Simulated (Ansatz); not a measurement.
`C[OH+][In-]([Cl])([Cl])[Cl]`, charge 0, multiplicity 1.

(1) Give a relaxed structure at PBE0-D4/def2-TZVP (Ansatz 0.2.0). (Estimate.)

Results:

(1) Ansatz gave: 
Cartesian coordinates in Å:
```
C 0.3578 1.3236 0.7000
O 0.2699 -0.1078 0.7198
In -0.3064 -1.3501 -1.0845
Cl -1.5425 0.2685 -2.1993
Cl -1.4492 -2.8174 0.3145
Cl 1.7456 -1.9365 -1.9635
H 0.7639 1.6747 1.6490
H -0.6173 1.7714 0.5045
H 1.0428 1.5832 -0.1041
H -0.2648 -0.4097 1.4636
```
This is one stationary point; other conformers may exist.
